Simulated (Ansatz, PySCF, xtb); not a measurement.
Pair of molecules: stibine (SMILES [SbH3]) (first 4 atoms) with stibine (SMILES [SbH3]); geometry from B3LYP-D3(BJ)/def2-TZVP, rigid monomers moved along the line of their centres of mass till Sb1···Sb5 is 5.03 Å.
(charge 0, multiplicity 1):
```xyz
8

Sb     0.3451    -0.3220    -0.4202
H      1.6069    -0.2715     0.7382
H     -0.4480    -1.5696     0.4464
H     -0.5328     0.8779     0.4312
Sb    -0.5826    -0.0330     4.5192
H     -0.1762     1.5719     4.0798
H     -1.2212     0.4974     6.0225
H     -2.1178     0.1014     3.7723
```

Interaction energies are E(AB) − E(A) − E(B) at the monomers' geometry in the complex; basis-set methods are counterpoise corrected.

Cores are frozen in the correlated methods. Filled d and f shells under p-block atoms count as core. CBS: X⁻³ extrapolation of the correlation energy, Hartree–Fock from the larger set.

Codes used: Ansatz (Gaussian orbitals); PySCF for the dispersion terms; xtb for the GFN methods. Values without a source in brackets are computed. In def2 rows elements past Kr take small-core potentials, without spin–orbit coupling.

Question: What interaction energy does GFN1-xTB give?

Answer: -71 meV

Question: What interaction energy does CCSD(T)/CBS(def2-SVPD, def2-TZVPPD) give?

Answer: -37 meV

Question: Predict the interaction energy from PBE-D4/def2-TZVPPD.

Answer: -57 meV

Ansatz is a first-principles code.
